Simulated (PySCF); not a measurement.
This PySCF input asks for the NMR shieldings of SMILES F[Si@@H]1CCC(=S)C1, C₄H₇FSSi; the geometry comes from GFN2-xTB.

```python
import basis_set_exchange as bse
import numpy as np
from pyscf import gto, dft
from pyscf.prop import nmr

atoms = """
F    -2.529653   -0.592438   -0.734892
Si   -1.417937   -0.293435    0.401858
C    -0.449325    1.297015    0.007767
C     0.909357    0.822443   -0.539485
C     1.251205   -0.494112    0.084925
S     2.714165   -0.843771    0.689905
C     0.091549   -1.427102    0.141013
H    -2.124657   -0.390762    1.662720
H    -0.283920    1.884667    0.910446
H    -0.945006    1.952494   -0.706125
H     1.702311    1.550775   -0.368051
H     0.829835    0.664479   -1.620131
H    -0.004779   -1.921110   -0.830310
H     0.256176   -2.209615    0.878195
"""
names = dict.fromkeys(["F", "Si", "C", "S", "H"], "pcSseg-1")
basis = {el: gto.basis.parse(bse.get_basis(n, elements=[el], fmt="nwchem")) for el, n in names.items()}
mol = gto.M(atom=atoms, basis=basis, charge=0, verbose=0)
mf = dft.RKS(mol, xc="PBE0")
mf.grids.level = 2
mf.grids.alignment = dft.numint.BLKSIZE   # the property module wants whole blocks of grid points
mf.conv_tol = 1e-9
mf.kernel()

calc = nmr.RKS(mf)   # GIAO
C = mf.mo_coeff
Co = C[:, mf.mo_occ > 0]
resp = mf.gen_response(singlet=True, hermi=2)
def vind(x):   # induced exchange potential for any number of trial vectors
    d = np.einsum("pi,xij,qj->xpq", C, 2 * x.reshape(-1, C.shape[1], Co.shape[1]), Co, optimize=True)
    return np.einsum("xpq,pi,qj->xij", resp(d - d.transpose(0, 2, 1)), C, Co, optimize=True).ravel()
mo1, _ = nmr.rhf.solve_mo1(calc, with_cphf=vind)
sigma = calc.kernel(mo1)
for i, s in enumerate(sigma):   # ppm
    w = np.linalg.eigvalsh((s + s.T) / 2)
    print("%2d %-2s iso %8.1f  s11 %8.1f  s22 %8.1f  s33 %8.1f" % (i, mol.atom_pure_symbol(i), w.mean(), *w))
```

Problem. Give the expected output.

Solution. 
```
 0 F  iso    369.4  s11    357.0  s22    367.9  s33    383.2
 1 Si iso    317.7  s11    267.1  s22    317.8  s33    368.3
 2 C  iso    168.2  s11    153.2  s22    172.2  s33    179.2
 3 C  iso    133.5  s11    111.5  s22    120.0  s33    169.2
 4 C  iso    -92.4  s11   -255.7  s22   -148.4  s33    127.0
 5 S  iso   -499.6  s11  -1713.2  s22   -363.6  s33    578.0
 6 C  iso    140.2  s11    110.8  s22    135.1  s33    174.7
 7 H  iso     26.2  s11     22.8  s22     24.4  s33     31.5
 8 H  iso     30.6  s11     25.6  s22     29.0  s33     37.2
 9 H  iso     30.2  s11     26.2  s22     27.9  s33     36.4
10 H  iso     28.3  s11     23.8  s22     28.4  s33     32.5
11 H  iso     28.3  s11     25.6  s22     27.0  s33     32.4
12 H  iso     28.8  s11     25.9  s22     27.1  s33     33.3
13 H  iso     28.5  s11     25.0  s22     28.9  s33     31.6
```

These numbers come from an equivalent density-fitted implementation of the same equations, which agrees with the script to about 0.01 ppm for H and up to a few tenths of a ppm for heavy atoms, so last digits may differ.

Problem. Turn these shieldings into chemical shifts. References, each an isolated molecule treated in the same way: ¹⁹F (170.95 ppm) against CFCl3; ²⁹Si (349.16 ppm) and ¹³C (186.93 ppm) and ¹H (31.72 ppm) vs TMS; ³³S (503.73 ppm) vs CS2.

Solution. Averaging equivalent atoms: F 0: -198.4; Si 1: 31.5; C 4: 279.3; C 3: 53.4; C 6: 46.7; C 2: 18.7; S 5: 1003; H 7: 5.50; H 10: 3.46; H 11: 3.39; H 13: 3.21; H 12: 2.96; H 9: 1.56; H 8: 1.13 ppm. Unscaled 19F shifts against computed CFCl3 carry errors that often reach 10 to 50 ppm.

Size and cost of the density-fitted run: 168 basis functions, 46 s wall time on 1 thread of an Arm Neoverse N1, shared host; peak memory 0.77 GiB.
